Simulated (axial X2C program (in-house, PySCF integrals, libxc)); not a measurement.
**How long does SeBr⁺ take?**

A bond scan computed with an axial X2C code built on PySCF integrals. Basis: Br dyall-cv3z [8s9p6d4f1g], Se dyall-cv3z [8s9p6d4f1g] (cores contracted in-house).

Input:
```json
{"zs": [35, 34], "q": 1, "bas": ["dyall-cv3z", "dyall-cv3z"], "levels": ["PBE0", "HF", "PBE50"], "cc": true, "r0": 2.3, "thr": -2.0, "nmax": 90, "npts": 10, "nst": 2, "ntry": 6}
```
```bash
python so2c.py task.json out
```

Keys: zs atomic numbers; q charge; bas basis sets; levels methods; cc coupled cluster on or off; r0 starting distance in Å; thr threshold in hartree for freezing inner shells (an s shell follows its p shell); nmax most natural virtual spinors; npts points on the curve; nst determinants followed; ntry starts of the search. HF also brings MP2.

Hardware: 1 thread of Arm Neoverse V2 (shared host).

Wall time of one point of each curve, integrals apart:

```csv
Hamiltonian,level,points,seconds a point
spin-free,PBE0,10,0.47
spin-free,HF,10,0.34
spin-free,"CCSD(T) (12 electrons, 89 virtuals)",7,4.1
spin-free,PBE50,10,0.52
2c,PBE0,10,0.67
2c,HF,10,0.68
2c,"CCSD(T) (12 electrons, 90 virtuals)",7,4.8
2c,PBE50,10,0.79
```

The rest:

Search with its distance optimisation 29 s, atoms 12 s, whole task 140 s. Coupled cluster runs on the points near the minimum only. The program drops outer points, and coupled cluster, when its time limit (not in the input) nears; MP2, further determinants and curves that did not converge are not in the table.
